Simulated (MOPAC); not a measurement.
A run for MOPAC: AM1 on HF (SMILES F).

```
AM1 1SCF PRECISE CHARGE=0 THREADS=1
FH

F      0.39017373 1     0.00140340 1     0.46205031 1
H     -0.15532494 1    -0.47250319 1     1.09499187 1
```

Program output:

```
*******************************************************************************
 **                                                                           **
 **                              MOPAC v23.2.5                                **
 **                                                                           **
 *******************************************************************************
 ** MOPAC's Digital Object Identifier: https://doi.org/10.5281/zenodo.6511958 **
 **                                                                           **
 ** Please cite the open-source release paper for use of this MOPAC version:  **
 ** J. E. Moussa and J. J. P. Stewart (2026)                                  **
 ** MOPAC: An open-source semiempirical molecular orbital program             **
 ** J. Open Source Softw., 11(119), 8025, https://doi.org/10.21105/joss.08025 **
 *******************************************************************************

                              AM1 CALCULATION RESULTS

 *******************************************************************************
 *  AM1        - The AM1 Hamiltonian to be used
 *
 *
 *
 *                 CHARGE ON SYSTEM = 0
 *
 *
 *
 *  PRECISE    - TIGHTER CRITERIA TO BE USED
 *  1SCF       - DO 1 SCF AND THEN STOP
 *  THREADS=1  - MULTI-THREADING NOT USED
 *  T=         - A TIME OF 172800.0 SECONDS REQUESTED
 *  DUMP=N     - RESTART FILE WRITTEN EVERY 7200.0 SECONDS REQUESTED
 *******************************************************************************
AM1 1SCF PRECISE CHARGE=0 THREADS=1
 FH

   ATOM   CHEMICAL          X               Y               Z
  NUMBER   SYMBOL      (ANGSTROMS)     (ANGSTROMS)     (ANGSTROMS)

     1       F          0.39017373  *   0.00140340  *   0.46205031  *
     2       H         -0.15532494  *  -0.47250319  *   1.09499187  *



          CARTESIAN COORDINATES

    NO.       ATOM           X           Y           Z

     1         F          0.3902      0.0014      0.4621
     2         H         -0.1553     -0.4725      1.0950

  H: (AM1): M.J.S. DEWAR ET AL, J. AM. CHEM. SOC. 107 3902-3909 (1985)
  F: (AM1): M.J.S. DEWAR AND E. G. ZOEBISCH, THEOCHEM, 180, 1 (1988).

           Empirical Formula: H F  =     2 atoms



      MOLECULAR POINT GROUP   :   C*v


      RHF CALCULATION, NO. OF DOUBLY OCCUPIED LEVELS = 4


 -------------------------------------------------------------------------------
 AM1 1SCF PRECISE CHARGE=0 THREADS=1
 FH



     1SCF WAS SPECIFIED, SO BFGS WAS NOT USED
     SCF FIELD WAS ACHIEVED


                              AM1 CALCULATION
                                                       MOPAC v23.2.5 Linux




          FINAL HEAT OF FORMATION =        -63.61503 KCAL/MOL =    -266.16530 KJ/MOL


          COSMO AREA              =         39.80 SQUARE ANGSTROMS
          COSMO VOLUME            =         23.22 CUBIC ANGSTROMS

          IONIZATION POTENTIAL    =         13.936695 EV
          HOMO LUMO ENERGIES (EV) =        -13.937  5.100
          NO. OF FILLED LEVELS    =          4
          MOLECULAR WEIGHT        =         20.0063         POINT GROUP:  C*v

          MOLECULAR DIMENSIONS (Angstroms)

            Atom       Atom       Distance
            H     2    F     1     0.96061
            H     2    F     1     0.00000
            F     1    H     2     0.00000


          SCF CALCULATIONS        =          1





   ATOM   CHEMICAL          X               Y               Z
  NUMBER   SYMBOL      (ANGSTROMS)     (ANGSTROMS)     (ANGSTROMS)

     1       F          0.39017373  *   0.00140340  *   0.46205031  *
     2       H         -0.15532494  *  -0.47250319  *   1.09499187  *

                             CARTESIAN COORDINATES

   1    F        0.390173730     0.001403400     0.462050310
   2    H       -0.155324940    -0.472503190     1.094991870


           Empirical Formula: H F  =     2 atoms



      MOLECULAR POINT GROUP   :   C*v


                  EIGENVALUES
 -47.52142 -16.97850 -13.93670 -13.93670   5.09973


              NET ATOMIC CHARGES AND DIPOLE CONTRIBUTIONS

  ATOM NO.   TYPE          CHARGE      No. of ELECS.   s-Pop       p-Pop
    1          F          -0.277760        7.2778     1.91140     5.36636
    2          H           0.277760        0.7222     0.72224
 DIPOLE           X         Y         Z       TOTAL
 POINT-CHG.    -0.728    -0.632     0.844     1.282
 HYBRID        -0.284    -0.246     0.329     0.499
 SUM           -1.011    -0.879     1.173     1.781


          ATOMIC ORBITAL ELECTRON POPULATIONS

     Atom    s        px        py        pz
    1  F   1.91140   1.79567   1.84578   1.72491
    2  H   0.72224

 **********************
 *                    *
 * JOB ENDED NORMALLY *
 *                    *
 **********************




 == MOPAC DONE ==
```

The run finished.

Cost: about 0.010 core-seconds (a rough figure).
